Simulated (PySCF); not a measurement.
C2H6F2Si. Atoms are numbered in the order given.

```xyz
11

C      1.5689     0.0000     0.9624
Si     0.0000     0.0000    -0.0273
C     -1.5689     0.0000     0.9624
F      0.0000     1.2954    -1.0107
F      0.0000    -1.2954    -1.0107
H      1.6255    -0.8919     1.6068
H      2.4486     0.0000     0.2997
H      1.6255     0.8919     1.6068
H     -2.4486     0.0000     0.2997
H     -1.6255    -0.8919     1.6068
H     -1.6255     0.8919     1.6068
```
Charge 0, spin multiplicity 1.

Geometry optimised at B3LYP-D3(BJ)/def2-SVP.

Computed with PBE0/def2-TZVP in PySCF.

Isolated molecule, no solvent.

```json
{
  "total_energy": "-568.89026 hartree",
  "point_group": "C2v",
  "highest_occupied_level": "-9.04 eV",
  "lowest_empty_level": "0.87 eV",
  "orbital_gap": "9.91 eV",
  "dipole_moment": "2.54 D",
  "quadrupole, principal values (traceless, Buckingham form, about the centre of nuclear charge)": "-3.74, -0.80, 4.54 D·Å",
  "mean_static_polarisability": "46.7 bohr³ (6.93 Å³)",
  "polarisability_principal_values": "42.9, 45.1, 52.2 bohr³"
}
```
